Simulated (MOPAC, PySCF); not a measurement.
Ligands exchanged one at a time, Sn Cl-H. Gas-phase values, no solvent. Strings in code marks are SMILES.

Quantity: vertical ionisation energy (energy after one electron is removed minus that of the parent at the parent's geometry), in eV.

Level 1: B3LYP-D3(BJ)/def2-TZVP (PySCF)
Level 2: minus the HOMO energy of B3LYP-D3(BJ)/def2-TZVP (PySCF)
Level 3: minus the HOMO energy of HF/6-31G* (LANL2DZ on Sn) // B3LYP-D3(BJ)/def2-TZVP (PySCF)
Level 4: minus the HOMO energy of PM7 // B3LYP-D3(BJ)/def2-TZVP (MOPAC)

```csv
species,level 1,level 2,level 3,level 4
`[Cl][SnH2][Cl]`,10.88,?,12.34,11.07
`[SnH4]`,?,8.97,12.30,11.35
`[Cl][SnH3]`,10.86,8.34,11.88,?
```

Task: Complete the blanks.

Result: 
- `[Cl][SnH2][Cl]`, level 2: 8.68
- `[SnH4]`, level 1: 11.51
- `[Cl][SnH3]`, level 4: 10.59
